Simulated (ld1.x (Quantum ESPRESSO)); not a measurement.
# Ag: excitation energies, all-electron against ultrasoft

silver (Ag), ultrasoft, made with ld1.x (Quantum ESPRESSO) 7.5 (PW91, scalar-relativistic). Core [Kr], reference 4d10 5s1 5p0. Waves: 5s (bound): rcut 2.26, rcutus 2.40 bohr; 5s channel at 4.6 Ry: rcut 2.26, rcutus 2.40 bohr; 5p (bound, empty): rcut 2.75, rcutus 3.45 bohr; 5p channel at 3.05 Ry: rcut 2.75, rcutus 3.45 bohr; 4d (bound): rcut 1.50, rcutus 1.95 bohr; 4d channel at 2.85 Ry: rcut 1.50, rcutus 1.95 bohr; 4f channel at 0.45 Ry: rcut 2.35, rcutus 3.25 bohr; 4f channel at 2.1 Ry: rcut 2.35, rcutus 3.25 bohr. Local part: all-electron potential smoothed inside 3.10 bohr (lloc = -2). Core correction: Bessel-smoothed model core, default radius (core density twice the valence density). Augmentation charge: PSQ, inside the norm-conserving radii.

Energies are relative to the spin-unpolarised reference configuration 4d10 5s1 5p0; without spin polarisation the order of configurations can differ from experiment.

| valence configuration | charge | ΔE all-electron (eV) | error AE − PS (meV) |
| --- | --- | --- | --- |
| 4d10 5s0 5p0 | +1 | 7.825 | -11 |
| 4d9 5s0 5p0 | +2 | 30.019 | -73 |
| 4d8 5s0 5p0 | +3 | 66.295 | -303 |
| 4d9 5s2 5p0 | 0 | 4.072 | -36 |
| 4d9 5s1 5p1 | 0 | 8.599 | -72 |
| 4d10 5s0.5 5p0 | +0.5 | 3.047 | -2.4 |
| 4d10 5s0 5p1 | 0 | 3.904 | -0.6 |

Levels in the configuration 4d8 5s0 5p0:

| level | all-electron (eV) | pseudo (eV) |
| --- | --- | --- |
| 4d | -43.825 | -44.174 |
